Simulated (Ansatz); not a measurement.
CH$_{5}$GaOSSi (`[GaH2][SiH]1OCS1`). Charge 0, multiplicity 1.

Z-matrix (Å, degrees):
```
Si
O 1 1.676
C 1 2.363 2 36.2
Ga 1 2.411 2 116.8 3 -109.1
S 1 2.150 2 84.5 3 -0.3
H 1 1.493 2 110.9 3 115.0
H 3 1.092 1 125.0 2 -85.2
H 3 1.092 1 124.1 2 85.8
H 4 1.570 1 121.8 2 -5.5
H 4 1.573 1 118.6 2 168.4
```

(1) What are the harmonic wavenumbers in cm⁻¹ at PBE0-D4/def2-TZVP (Ansatz, finite differences of forces, unscaled)? (Estimate.)

(2) Is this a minimum?

(3) Give the ideal-gas thermochemistry at 298.15 K and 1 bar (rigid rotor, harmonic oscillator; point group C1, symmetry number 1).

(4) And at 400, 500, 600, 800 and 1000 K?

Answers

(1) Ansatz gave: 50, 95, 122, 170, 307, 394, 455, 515, 549, 655, 716, 739, 805, 845, 941, 1062, 1190, 1310, 1511, 1952, 1966, 2169, 3061, 3120.

(2) Yes, all 24 modes are real.

(3) Zero-point energy 147.7 kJ/mol; H(298) − E = 170.4 kJ/mol; entropy 375.2 J/(mol·K), of which translation 172.4, rotation 120.2, vibration 82.7; G(298) − E = 58.5 kJ/mol. Modes under 100 cm⁻¹ are hindered rotations or soft bends, so the harmonic entropy is rough.

(4) 
```csv
T (K),H − E (kJ/mol),S (J/mol/K),G − E (kJ/mol)
400,183.2,411.9,18.4
500,197.5,443.8,-24.4
600,213.2,472.4,-70.2
800,247.8,522.0,-169.8
1000,285.3,563.8,-278.5
```
